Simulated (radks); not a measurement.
Results of a calculation; reference values are marked as such.
The magnesium ion Mg2.4+, 9.6 electrons, occupied as 1s(up 1, down 0.6) 2s2 2p6 (fractional occupations, a model configuration). Code: a radial shooting solver on a logarithmic mesh with Libxc functionals. Model: scalar-relativistic Kohn-Sham, BLYP, spin-polarised, spherical densities, finite nucleus; Fermi nuclear charge, rms radius 3.057 fm.

Normalised radial functions P(r) = r R(r), r in bohr:

```
   r/bohr * 1s up, o 1s down, + 2s up (the largest magnitude, 2.51, reaches the edge; | marks zero, & curves that meet)
 0.005097                             |+  &
 0.006275                             |+   &
 0.007665                             | +   &
 0.009362                             | +    &
  0.01143                             | +      &
  0.01408                             |  +      &
   0.0172                             |  +        &
    0.021                             |   +         &
  0.02565                             |   +            &
  0.03158                             |    +             &
  0.03858                             |    +               &
  0.04712                             |     +                o*
  0.05801                             |     +                  &
  0.07085                             |     +                    &
  0.08654                             |     +                    &
   0.1057                             |    +                    &
   0.1301                             |   +                   &
    0.159                             |+                   &
   0.1942                            +|                &
   0.2371                        +    |            &
    0.292                     +       |       *o
   0.3566                  +          |    &
   0.4356                +            |  &
    0.532               +             |&
    0.655                +            &
      0.8                  +          &
   0.9771                     +       &
    1.203                        +    &
    1.469                          +  &
    1.795                            +&
    2.192                            +&
```

1s up: eigenvalue -1341.2 eV, 0 radial nodes, <r> = 0.129 bohr, 90 % of the charge inside 0.230 bohr. 1s down: eigenvalue -1325.9 eV, 0 radial nodes, <r> = 0.130 bohr, 90 % of the charge inside 0.232 bohr. 2s up: eigenvalue -113.99 eV, 1 radial node at r = 0.177 bohr, <r> = 0.673 bohr, 90 % of the charge inside 1.07 bohr.
